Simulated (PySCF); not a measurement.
## A single-point calculation

WO2Br2 (singlet). PySCF 2.14.0, RKS B3LYP, W def2-SVP with ECP60, O def2-SVP, Br def2-SVP; non-relativistic Hamiltonian with scalar-relativistic core potentials where named; density fitting; no spin-orbit coupling. Purpose: singlet excitations, Tamm-Dancoff B3LYP.

```python
mol = gto.M(atom='''
W      0.35937     0.35937    -0.00000
O      1.54708     0.61307    -1.19592
O      0.61307     1.54708     1.19592
Br    -1.83696     0.69198    -0.99011
Br     0.69198    -1.83696     0.99011''',
    basis={'W': 'def2-SVP', 'O': 'def2-SVP', 'Br': 'def2-SVP'},
    ecp={'W': 'def2-SVP'},
    charge=0, spin=0)
mf = dft.RKS(mol, xc='B3LYP')
mf.grids.atom_grid = (50, 194)
mf = mf.density_fit()  # fitting sets: W def2-universal-JKFIT, O def2-universal-JKFIT, Br def2-universal-JKFIT
mf.conv_tol = 1e-08; mf.max_cycle = 55
mf.kernel(dm0)  # dm0: converged density of the relaxed state
td = mf.TDA(); td.nstates = 8; td.kernel()
```

Run from Python with OMP_NUM_THREADS=2; the lines above give its settings. Where DIIS fails, smearing, a level shift and second-order steps follow.
It took 31 s on 2 threads of AMD EPYC 9B14 (Zen 4), with other jobs on the host, from an already converged density.

(1) Where do the frontier levels lie, over both spins?

(2) What are the Mulliken charges and spins?

(3) Which singlet excitations follow (Tamm-Dancoff, 8 states)?

The geometry was relaxed with B3LYP (W def2-SVP with ECP60, O def2-SVP, Br def2-SVP).

## Answers

(1) HOMO -9.06 eV, LUMO -3.64 eV. 

(2) 
| atom | charge (e) | spin (e) |
| --- | --- | --- |
| W1 | 0.988 | 0.000 |
| O2 | -0.285 | 0.000 |
| O3 | -0.285 | 0.000 |
| Br4 | -0.209 | 0.000 |
| Br5 | -0.209 | 0.000 |

(3) 
| state | eV | oscillator strength |
| --- | --- | --- |
| 1 | 4.30 | 0.0000 |
| 2 | 4.39 | 0.0016 |
| 3 | 4.63 | 0.0423 |
| 4 | 4.68 | 0.0014 |
| 5 | 4.93 | 0.0011 |
| 6 | 4.98 | 0.0223 |
| 7 | 5.21 | 0.0013 |
| 8 | 5.27 | 0.0000 |
Functionals without range separation put charge-transfer states too low; the basis has no diffuse functions.
